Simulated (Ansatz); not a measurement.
`O=C[SiH2]Cl` + `[SH][GeH3]` → `Cl[SiH2][S][GeH3]` + `C=O` at 500 K and 1 bar (ligand exchange at the Si–C bond).

Gas-phase electronic energies from Ansatz, PBE0-D4/def2-TZVP geometries. CCSD(T)/CBS is the MP2 limit (def2-TZVPP, def2-QZVPP) plus CCSD(T) − MP2 in def2-TZVPP, frozen cores. This one scheme is used for every species. For Ge outer-core shells are correlated without core-valence functions, which leaves a few kJ/mol of doubt a bond. Scalar relativity is left out up to krypton. Each species was taken in one conformer, which may not be the lowest.

```json
{"species": "`O=C[SiH2]Cl`", "CCSD(T)/CBS energy (Eh)": "-863.90082", "H − E (kJ/mol)": "132.2", "S (J/(mol·K))": "371.6"}
{"species": "`[SH][GeH3]`", "CCSD(T)/CBS energy (Eh)": "-2476.30083", "H − E (kJ/mol)": "114.8", "S (J/(mol·K))": "326.3"}
{"species": "`Cl[SiH2][S][GeH3]`", "CCSD(T)/CBS energy (Eh)": "-3225.84041", "H − E (kJ/mol)": "165.3", "S (J/(mol·K))": "449.1"}
{"species": "`C=O`", "CCSD(T)/CBS energy (Eh)": "-114.39408", "H − E (kJ/mol)": "87.9", "S (J/(mol·K))": "238.5"}
```

H − E and S are ideal-gas, rigid-rotor, harmonic terms from PBE0-D4/def2-TZVP, for one conformer and one mirror image of each species. 1 Eh = 2625.50 kJ/mol, R = 8.31446 J/(mol·K).

**Question.** By hand: ΔE, ΔH, ΔS and ΔG.

**Answer.** ΔE = (-3225.84041) + (-114.39408) − (-863.90082) − (-2476.30083) = -0.03284 Eh = -86.2 kJ/mol. Δ(H − E) = 165.3 + 87.9 − 132.2 − 114.8 = 6.2, so ΔH = -80.0 kJ/mol. ΔS = 449.1 + 238.5 − 371.6 − 326.3 = -10.3 J/(mol·K). ΔG = -80.0 − 500 × (-10.3)/1000 = -74.8 kJ/mol.

**Question.** By hand: the equilibrium constant, and the temperature at which ΔG would vanish if ΔH and ΔS stayed fixed.

**Answer.** log₁₀ K = −ΔG/(RT ln 10) = 7.8. ΔG = 0 at ΔH/ΔS = 7767 K, far beyond where these terms or the molecules hold.

The number of gas molecules stays the same, so ΔS is small and ΔH decides. A doubt of 5 kJ/mol in ΔE shifts log₁₀ K by 0.5 here. Other conformers and mirror images would add mixing entropy, several J/(mol·K) or more a flexible species. Modes under 60 cm⁻¹, often nearly free rotors, make the harmonic entropy too high. These are equilibria of isolated gas molecules and say nothing of rates. Largest T1 diagnostic: 0.015 (customary marks: 0.02 for closed shells, 0.045 for open ones).
